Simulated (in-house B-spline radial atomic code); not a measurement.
Response of Zr⁴⁺ as one setting changes: the share of exact exchange in a PBE hybrid. A dash marks a strongly mixed or unbound state. Computed with an all-electron radial atomic-structure program (B-spline basis): linear response of the closed shell [Ar] 3d10 4s2 4p6 with the functional's adiabatic kernel; scalar-relativistic (spin-free one-electron X2C), finite nucleus, no spin-orbit coupling, no double excitations, S, P, D and F terms only; shells from n = 2 respond. Only terms of natural parity with L up to 3 were computed.

| share of exact exchange in a PBE hybrid | lowest 1P (eV) | lowest 3P, Tamm-Dancoff (eV) | minus highest occupied level (eV) | α (bohr³) |
| --- | --- | --- | --- | --- |
| 0 | 4p → 5s 39.64 | 4p → 4d 30.39 | 72.78 | 3 |
| 0.1 | 4p → 5s 39.97 | 4p → 4d 30.43 | 73.70 | 2.994 |
| 0.2 | 4p → 5s 40.29 | 4p → 4d 30.46 | 74.63 | 2.988 |
| 0.3 | - | 4p → 4d 30.49 | 75.55 | 2.982 |
| 0.4 | ? | ? | ? | ? |
| 0.5 | - | 4p → 4d 30.56 | 77.40 | 2.971 |
| 0.6 | - | 4p → 4d 30.59 | 78.32 | 2.966 |
| 0.7 | - | 4p → 4d 30.62 | 79.24 | 2.96 |
| 0.8 | - | 4p → 4d 30.65 | 80.16 | 2.955 |
| 0.9 | ? | ? | ? | ? |
| 1 | 4p → 4d 40.95 | 4p → 4d 30.70 | 82.01 | 2.946 |

Task: What belongs in the row for 0.9?

Result: lowest 1P (eV): 4p → 4d 40.88; lowest 3P, Tamm-Dancoff (eV): 4p → 4d 30.68; minus highest occupied level (eV): 81.09; α (bohr³): 2.95.

Task: What belongs in the row for 0.4?

Result: lowest 1P (eV): -; lowest 3P, Tamm-Dancoff (eV): 4p → 4d 30.53; minus highest occupied level (eV): 76.47; α (bohr³): 2.976.
